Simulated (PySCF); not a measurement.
CH10FNSi3, SMILES N([SiH3])([Si@H](C)F)[SiH3].

Geometry optimised at TPSSh-D3(BJ)/def2-SVP. The structure was generated by enumeration; whether it is a known compound was not checked. The values are those of a single conformer.

The numbers are results of TDA-PBE0/def2-SVPD (PySCF), not measurements.

Vertical excitations. Gas-phase values at a fixed geometry.

| state | energy (eV) | λ (nm) | f | main pairs |
|---|---|---|---|---|
| S1 | 6.20 | 200 | 0.004 | HOMO→LUMO 98 % |
| S2 | 6.80 | 182 | 0.000 | HOMO→LUMO+1 54 %, HOMO→LUMO+2 42 % |
| S3 | 7.09 | 175 | 0.035 | HOMO→LUMO+2 55 %, HOMO→LUMO+1 43 % |
| S4 | 7.28 | 170 | 0.054 | HOMO→LUMO+3 82 %, HOMO→LUMO+4 13 % |
| S5 | 7.38 | 168 | 0.003 | HOMO→LUMO+4 79 % |
| S6 | 7.57 | 164 | 0.001 | HOMO→LUMO+5 86 % |
| T1 | 5.87 | 211 | 0 | HOMO→LUMO 95 % |
| T2 | 6.63 | 187 | 0 | HOMO→LUMO+2 52 %, HOMO→LUMO+1 41 % |
Triplets are in the Tamm–Dancoff approximation.
